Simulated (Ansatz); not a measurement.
Several settings on one geometry of (HZn-mu-OH)2 (Zn₂O₂H₄) (that of the charge 0 singlet, r2SCAN-D4/def2-SVP). Ansatz on 4 threads of Intel Xeon Platinum 8259CL on a shared host; times are rough.

```xyz
8

Zn   -0.6257    1.2661    0.4464
H    -1.2705    2.5725    0.9080
O     0.6332    0.6176   -0.8640
Zn    0.6257   -1.2661   -0.4465
H     1.2721   -2.5723   -0.9065
O    -0.6343   -0.6178    0.8629
H     1.1263    1.0979   -1.5349
H    -1.1266   -1.0979    1.5345
```

Totals from different functionals, basis sets or treatments of relativity can't be compared as stabilities.

The 6-31G sets use Cartesian d functions. Correlated methods freeze 12 core orbitals.

The spins typed aren't always the lowest for that charge.

Give the basis size and estimate the energy, ⟨S²⟩ and time of these runs.

| run | method | charge | state | further keys |
| --- | --- | --- | --- | --- |
| 1 | RKS ωB97X/cc-pVDZ | 0 | singlet | fitting: {mean_field: def2-universal-jkfit}; scf: {omitted_lower_state_checks: [starts]}; forces asked |
| 2 | RKS PBEsol-D3(BJ)/cc-pVDZ | 0 | singlet | – |
| 3 | RKS PBEsol/def2-SVPD | 0 | singlet | scf: {omitted_lower_state_checks: [starts]} |
| 4 | UKS PBE0-DH/6-31G* | 1 | doublet | scf: {omitted_lower_state_checks: [starts]} |


| run | functions | energy (Eh) | ⟨S²⟩ | wall time |
| --- | --- | --- | --- | --- |
| 1 | 134 | -3711.8588 | – | 7 s |
| 2 | 134 | -3707.8281 | – | 1.8 s |
| 3 | 146 | -3707.1446 | – | 2 s |
| 4 | 110 | -3709.8232 | 0.78 | 5.5 s |
